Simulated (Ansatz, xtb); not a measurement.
Two conformers of ClH2OSi2

We compare X, `[SiH]O[SiH]Cl`, a doublet, with Y, `[SiH]O[SiH]Cl`, a doublet. Both are isolated molecules in the gas phase, relaxed with BLYP-D3(BJ)/def2-SVP.

X (Å):

```yaml
atoms:
  - { symbol: Cl, position_ang: [0.1472, -0.3853, 0.9376] }
  - { symbol: O, position_ang: [1.0959, -0.2891, -2.0271] }
  - { symbol: Si, position_ang: [0.4767, -1.6343, -2.8681] }
  - { symbol: Si, position_ang: [0.9694, 0.6981, -0.6684] }
  - { symbol: H, position_ang: [-0.7030, -1.9742, -1.9021] }
  - { symbol: H, position_ang: [2.3745, 1.0988, -0.2830] }
```

Y (Å):

```yaml
atoms:
  - { symbol: Cl, position_ang: [-3.3405, -0.3393, -0.0205] }
  - { symbol: O, position_ang: [-1.4775, -1.8812, -1.9290] }
  - { symbol: Si, position_ang: [0.0327, -1.8603, -2.7120] }
  - { symbol: Si, position_ang: [-2.9388, -1.0293, -1.9613] }
  - { symbol: H, position_ang: [-0.2413, -0.6406, -3.6627] }
  - { symbol: H, position_ang: [-2.7723, 0.1797, -2.8640] }
```

Problem. Estimate which is lower in electronic energy at CCSD(T)/def2-SVP, and by roughly how much.

Solution. Too close to call at this level: CCSD(T)/def2-SVP gives E(Y) − E(X) = +0.56 kcal/mol.

How the difference moves with the method:

| level | geometry | E(Y) − E(X) (kcal/mol) | departure from the last row (kcal/mol) | job, with rough time for the two |
| --- | --- | --- | --- | --- |
| BLYP-D3(BJ)/def2-SVP | BLYP-D3(BJ)/def2-SVP | +1.11 | +0.55 | optimisation, 7.6 min |
| HF/def2-SVP | BLYP-D3(BJ)/def2-SVP | +0.99 | +0.43 | part of the CCSD(T) run |
| MP2/def2-SVP | BLYP-D3(BJ)/def2-SVP | +0.50 | −0.06 | part of the CCSD(T) run |
| CCSD(T)/def2-SVP | BLYP-D3(BJ)/def2-SVP | +0.56 |  | single point, 56 s |

The largest departure from CCSD(T)/def2-SVP is that of BLYP-D3(BJ)/def2-SVP, 0.55 kcal/mol. Levels run at GFN2-xTB geometries aren't shown.

With harmonic frequencies from BLYP-D3(BJ)/def2-SVP (ideal gas, rigid rotor, one conformer each, 298.15 K, 1 atm): on the last row, ΔE + ΔZPE = +0.51 kcal/mol. A mode under 50 cm⁻¹ makes harmonic enthalpies and free energies unreliable, so none is given.

Open shells are spin-unrestricted, with notable spin contamination under HF/def2-SVP, MP2/def2-SVP, CCSD(T)/def2-SVP. The correlated steps freeze 16 core orbitals. Run with Ansatz 0.2.0; the last row on 1 thread of Intel(R) Xeon(R) Processor @ 2.50GHz (Skylake/Cascade Lake) on a shared host.
